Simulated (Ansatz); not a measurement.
Results of the Gaussian-basis code of Ansatz.

A structure relaxed at PBE0-D4/def2-TZVP, charge 0, multiplicity 1:

Cartesian coordinates in Å:
```
O 0.619 1.362 -0.962
Mo 0.214 -0.042 0.148
O -0.696 -1.027 -1.115
Cl -1.603 1.389 0.636
Cl -0.855 -1.531 1.590
Cl 2.138 -1.139 -0.369
Cl 1.268 0.676 2.040
H 0.080 2.160 -1.037
H -1.165 -1.849 -0.931
```

(1) Give its formula and SMILES.

(2) Summarise the bond lengths by kind.

## Answers

(1) Cl4H2MoO2, `[OH][Mo]([OH])([Cl])([Cl])([Cl])[Cl]`.

(2) 2 × Mo–O 1.835 to 1.843 Å; 2 × H–O 0.965 to 0.966 Å; 4 × Cl–Mo 2.275 to 2.363 Å.
